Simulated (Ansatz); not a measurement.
CH5BN2Zn (`B[N]1C[NH][Zn]1`), 10 atoms. The species carries charge 0 and has multiplicity 1. For Zn the d shell is correlated and the shells below it are frozen. Scalar relativity is left out up to krypton. All runs use 4 threads of a server CPU on a shared host. Correlated methods freeze the cores.

(1) How many basis functions does each run have, and how long does it take in Ansatz? RHF-CCSD(T) with 3s3p of Cu, Zn/def2-SVP energy; RHF-CCSD(T) with 3s3p of Cu, Zn/def2-TZVPP energy; RKS ωB97X-V/def2-TZVPP energy; RKS PBE0-D4/def2-SVP energy; direct RPA on PBE orbitals with 3s3p of Cu, Zn/def2-TZVPP energy; RKS PBE0-D4/def2-TZVP frequencies; RKS PBE-D4/def2-TZVPP energy and forces; RKS ωB97M-V/def2-QZVPP energy; RKS ωB97M-V/def2-SVP energy; RHF-MP2 with 3s3p of Cu, Zn/def2-QZVPP energy; RKS BHLYP-D4/def2-TZVPP energy; RKS PBE0-D4/def2-QZVPP energy. (Estimate.)

Results:

(1) Computed: Other jobs shared the machine, so times are rough.

| level | job | functions | wall time | peak host memory (GiB) |
| --- | --- | --- | --- | --- |
| RKS PBE0-D4/def2-SVP | energy | 112 | 1.5 s | 0.24 |
| RKS BHLYP-D4/def2-TZVPP | energy | 258 | 4.5 s | 0.75 |
| RKS PBE-D4/def2-TZVPP | energy and forces | 258 | 4.5 s | 0.36 |
| RKS ωB97M-V/def2-SVP | energy | 112 | 7 s | 0.37 |
| direct RPA on PBE orbitals with 3s3p of Cu, Zn/def2-TZVPP | energy | 258 | 9 s | 0.72 |
| RHF-CCSD(T) with 3s3p of Cu, Zn/def2-SVP | energy | 112 | 9.5 s | 0.56 |
| RKS ωB97X-V/def2-TZVPP | energy | 258 | 11 s | 0.87 |
| RKS PBE0-D4/def2-QZVPP | energy | 478 | 11 s | 1.9 |
| RKS ωB97M-V/def2-QZVPP | energy | 478 | 28 s | 2.2 |
| RHF-MP2 with 3s3p of Cu, Zn/def2-QZVPP | energy | 478 | 28 s | 3.3 |
| RKS PBE0-D4/def2-TZVP | frequencies | 202 | 3.1 min | 0.64 |
| RHF-CCSD(T) with 3s3p of Cu, Zn/def2-TZVPP | energy | 258 | 4 min | 6.1 |
